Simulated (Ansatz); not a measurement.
`C=C[Si@@H](O)O[Si@@H](C)O` + `[CH3][GaH][Cl]` → `C=C[CH2][GaH][Cl]` + `C[SiH](O)O[SiH2]O`  (formal exchange of groups at a C–Si bond)

Calculated with Ansatz (gas phase, PBE0-D4/def2-TZVP geometries, no zero-point term in ΔE). CBS: MP2 limit from def2 TZ/QZ plus the TZ coupled-cluster correction, frozen cores. DFT in def2-TZVPP. B3LYP here is the variant with VWN-RPA as its local correlation; programs differ in this. For Ga outer-core shells are correlated without core-valence functions, which leaves a few kJ/mol of doubt a bond. Scalar relativity is left out up to krypton. Each species was taken in one conformer, which may not be the lowest.

`C=C[Si@@H](O)O[Si@@H](C)O`:

Z-matrix (Å, degrees):
```
Si
C 1 1.846
O 1 1.630 2 110.4
O 1 1.655 2 106.2 3 -119.5
H 1 1.484 2 113.4 3 120.1
C 2 1.331 1 122.8 3 129.6
H 2 1.089 1 118.8 3 -49.8
Si 3 1.647 1 136.1 2 -85.0
H 4 0.958 1 116.6 2 -148.6
H 6 1.086 2 121.3 1 0.3
H 6 1.087 2 122.2 1 -179.3
C 8 1.846 3 109.9 1 -157.1
O 8 1.643 3 109.6 1 -38.5
H 8 1.487 3 107.1 1 81.4
H 12 1.092 8 110.6 3 59.4
H 12 1.093 8 110.7 3 -60.9
H 12 1.093 8 110.5 3 179.3
H 13 0.961 8 115.4 3 40.1
```

`[CH3][GaH][Cl]`:

```xyz
7

C    -0.213   -0.912   -0.206
Ga    0.311    0.873    0.386
Cl   -0.230    2.507   -0.920
H     0.663   -1.562   -0.266
H    -0.697   -0.871   -1.182
H    -0.903   -1.357    0.516
H     1.069    1.323    1.673
```

`C=C[CH2][GaH][Cl]`:

Cartesian coordinates in Å:
```
C -0.821 1.297 0.777
C 0.358 0.903 0.296
C 0.906 -0.479 0.370
Ga 0.044 -1.264 -1.220
Cl -1.677 -2.491 -0.778
H -1.468 0.618 1.324
H -1.167 2.315 0.648
H 0.958 1.627 -0.253
H 0.561 -1.022 1.250
H 1.993 -0.503 0.317
H 0.312 -1.002 -2.732
```

`C[SiH](O)O[SiH2]O`:

Z-matrix (Å, degrees):
```
C
Si 1 1.845
H 1 1.093 2 110.6
H 1 1.093 2 110.5 3 -119.9
H 1 1.092 2 110.6 3 120.2
O 2 1.642 1 107.9 3 -179.0
O 2 1.649 1 110.4 3 -59.1
H 2 1.487 1 111.9 3 59.1
H 6 0.961 2 116.3 1 167.4
Si 7 1.628 2 134.0 1 -135.9
O 10 1.653 7 110.3 2 -26.7
H 10 1.483 7 108.3 2 -147.1
H 10 1.478 7 110.2 2 89.9
H 11 0.958 10 117.4 7 -91.9
```

```
             level  ΔE (kcal/mol)  difference from CCSD(T)/CBS
         r2SCAN-D4           10.3                          0.0
           PBE0-D4            9.9                         -0.4
          B3LYP-D4           10.3                          0.0
           ωB97M-V           11.2                          0.9
            B2PLYP           10.3                          0.0
            r2SCAN           10.2                         -0.1
              PBE0            9.9                         -0.4
             B3LYP           10.4                          0.1
     HF/def2-TZVPP           11.1                          0.8
    MP2/def2-TZVPP            9.5                         -0.8
   CCSD/def2-TZVPP           10.5                          0.2
     HF/def2-QZVPP           11.2                          0.9
SCS-MP2/def2-QZVPP            9.8                         -0.5
      HF/CBS(def2)           11.2                          0.9
     MP2/CBS(def2)            9.6                         -0.7
    CCSD/CBS(def2)           10.6                          0.3
       CCSD(T)/CBS           10.3                            0
```

Largest T1 diagnostic among the species: 0.012.

In def2-TZVPP, CCSD(T) changes the Hartree–Fock value by −0.9 kcal/mol (the triples alone add −0.2 kcal/mol) and MP2 by −1.6 kcal/mol.
